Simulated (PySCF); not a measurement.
C₄H₅FSi, SMILES C#C/C=C\[SiH2]F. Heavy atoms are numbered as in [CH:1]#[C:2]/[CH:3]=[CH:4]\[SiH2:5][F:6]. Hydrogens are named by the atom that carries them.

The structure is a stationary point at ωB97X-D3(BJ)/def2-SVP. The structure was generated by enumeration; whether it is a known compound was not checked. Other conformers were not sampled.

Computed with B3LYP/def2-TZVP run with PySCF.

ESP charges are fitted to the potential on shells at 1.4 to 2.0 van der Waals radii. Atomic charges (e), one atom of each kind:

```
atom        meta-Löwdin  ESP fit
----------  -----------  -------
C1 (CH)               …    -0.52
C2                -0.04     0.21
C3 (CH)               …    -0.24
C4 (CH)           -0.36    -0.24
Si5 (SiH2)            …     0.58
F6                -0.51    -0.29
H on C1            0.18     0.33
H on C3               …     0.19
H on C4            0.13     0.16
H on Si5              …    -0.09
```

Some entries are withheld; supply them. (Estimate from the structure and the level; the computed values follow.)


- C1 (CH), meta-Löwdin: -0.19
- C3 (CH), meta-Löwdin: -0.08
- Si5 (SiH2), meta-Löwdin: 0.97
- H on C3, meta-Löwdin: 0.14
- H on Si5, meta-Löwdin: -0.11

Computed Mayer and Wiberg (Löwdin basis) orders of the bonds:
```tsv
bond	Mayer	Wiberg
C1–C2	2.77	2.88
C2–C3	1.22	1.32
C3–C4	1.80	2.00
C4–Si5	0.96	1.10
Si5–F6	1.04	1.67
```
